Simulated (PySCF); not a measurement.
C₂H₈FNSi₂. Atoms are numbered in the order given.

```xyz
14

N      2.4845     0.4007    -0.3666
Si     0.9395     0.0492     0.3049
Si    -0.9147     1.4781     0.4643
C     -1.6716    -0.2567     0.1377
C     -0.4884    -0.8743    -0.6242
F     -0.4908    -2.2659    -0.6168
H      3.2811    -0.2068    -0.2070
H      2.6015     0.9661    -1.2000
H      1.1671    -0.6818     1.5888
H     -1.1207     2.4039    -0.6935
H     -1.3548     2.1557     1.7195
H     -1.7628    -0.7594     1.1188
H     -2.6438    -0.3394    -0.3750
H     -0.5288    -0.5466    -1.6838
```

Coordinates come from a r2SCAN-D4/def2-SVP optimisation. The structure was generated by enumeration; whether it is a known compound was not checked. One conformer was computed; it need not be the lowest.

The numbers are results of r2SCAN-D4/def2-SVP (PySCF), not measurements.

Frequencies are harmonic and unscaled.

Computed vibrational spectrum:
```
mode  ν (cm⁻¹)  IR (km/mol)   moving atoms (share of kinetic energy)
----  --------  -----------  ---------------------------------------
1          111          2.9  H 33 %, N 22 %, C 20 %, F 13 %, Si 12 %
2          144          1.5  H 29 %, N 23 %, C 17 %, Si 16 %, F 16 %
3          172          4.5   Si 35 %, N 24 %, H 22 %, F 11 %, C 8 %
4          228         60.5                           H 69 %, F 23 %
5          259         81.1          H 53 %, Si 15 %, F 15 %, N 12 %
6          310         40.2           H 51 %, Si 25 %, N 14 %, F 8 %
7          338         31.9          H 45 %, Si 18 %, F 15 %, C 15 %
8          389          3.5                  H 40 %, C 36 %, Si 17 %
9          425         10.3                  Si 62 %, H 17 %, C 11 %
10         463         25.7                  H 48 %, Si 26 %, F 20 %
11         534          8.6                   H 79 %, Si 10 %, C 8 %
12         621         12.8                  H 37 %, C 32 %, Si 23 %
13         641         44.6                            H 85 %, C 9 %
14         685         13.2                  H 58 %, C 28 %, Si 10 %
15         702         39.7                  H 61 %, C 19 %, Si 18 %
16         739         31.2                           H 80 %, C 12 %
17         835         65.2                           H 68 %, C 24 %
18         871         25.5                  H 43 %, N 38 %, Si 19 %
19         898        211.1                  H 58 %, Si 22 %, N 16 %
20         934         86.0                           H 86 %, Si 9 %
21         977         18.3                           H 60 %, C 36 %
22        1032          0.6                           H 48 %, C 44 %
23        1054         60.5                   C 57 %, H 24 %, F 19 %
24        1127         49.9                           H 52 %, C 40 %
25        1232          2.1                           H 72 %, C 27 %
26        1341          7.3                           H 85 %, C 13 %
27        1421          6.5                            H 90 %, C 9 %
28        1534         46.2                           H 89 %, N 10 %
29        2203         83.3                                   H 97 %
30        2212         85.2                                   H 97 %
31        2226        121.5                                   H 96 %
32        2994         27.8                                   H 92 %
33        3037          7.5                                   H 95 %
34        3113          7.0                            H 91 %, C 9 %
35        3590         48.0                                   H 96 %
36        3695         43.0                            H 91 %, N 9 %
```
